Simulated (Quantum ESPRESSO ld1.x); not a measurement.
The numbers below are computed, except where a source is named.
Q: Successive ionisation energies (eV) of one element, from differences of total energies of ions in their ground configurations, starting at charge 15: 338.36, 417.69, 458.90, 480.42, 507.45, 565.48, 610.64, 657.04, 704.65, 753.44, 803.41, 854.52, 906.76. Code: ld1.x of Quantum ESPRESSO 7.5. Model: scalar-relativistic Kohn-Sham, BLYP, spin-unpolarised, spherical densities, point nucleus. Which element is it?

A: Platinum (Z = 78). The first species listed is Pt15+ in [Kr] 4d10 4f14 5s2 5p1, the last Pt27+ in [Kr] 4d10 4f5.
